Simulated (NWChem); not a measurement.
Species: C2H6Se; SMILES C(C)[SeH]

```xyz
9

Se    -0.0403    -0.8062     0.0334
H     -0.8085    -0.7079    -1.2190
C      0.6583     1.0227    -0.0511
C     -0.3965     2.1047     0.0548
H      1.2533     1.1166    -0.9708
H      1.3640     1.0678     0.7927
H     -0.9803     2.0054     0.9818
H     -1.1017     2.0630    -0.7896
H      0.0729     3.1027     0.0482
```
Atoms are numbered in this order, from 1.

All runs: NWChem. Coordinates come from a PBE0/def2-SVP optimisation. Ions are spin-unrestricted doublets at the neutral geometry; other ion states weren't tried.

**Question.** What does the run give for B3LYP/def2-SVP? Quantities: vertical ionisation energy, ΔSCF (eV); −ε(HOMO) (eV).

**Answer.** 
```
Quantity                               Result
-------------------------------------  ------
vertical ionisation energy, ΔSCF (eV)    8.82
−ε(HOMO) (eV)                            6.05
```
